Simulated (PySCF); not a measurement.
C₃H₈O₂, SMILES C(CO)(C)O (connectivity only; charge and spin as stated), charge +1, multiplicity 2. Coordinates come from a PBE-D3(BJ)/def2-SVP optimisation. The multiplicity is an assumed one; no other spin state was optimised. The values are those of a single conformer.

The numbers are results of PBE-D3(BJ)/def2-SVP (PySCF 2.14.0), not measurements.

Harmonic wavenumbers (cm⁻¹): 120, 198, 209, 263, 376, 405, 448, 478, 545, 865, 904, 947, 1008, 1092, 1094, 1176, 1189, 1257, 1299, 1321, 1335, 1372, 1395, 1407, 1443, 2961, 2988, 3029, 3049, 3100, 3117, 3587, 3613. Rotational constants (GHz): 8.034, 3.328, 2.589; symmetry number 1.

Task: Work out the zero-point energy and the ideal-gas rigid-rotor harmonic-oscillator thermochemistry at 298.15 K and 1 atm.

Result: ZPE = ½ Σ hcν = ½ × 47589 cm⁻¹ = 68.03 kcal/mol. H − E(el) = 72.89 kcal/mol. Entropy in cal/(mol K): translation 38.90, rotation 25.94, vibration 13.92, spin 1.38, total 80.14. G − E(el) = 49.00 kcal/mol. Cp = 25.95 cal/(mol K). Modes under 150 cm⁻¹ make the vibrational entropy uncertain.
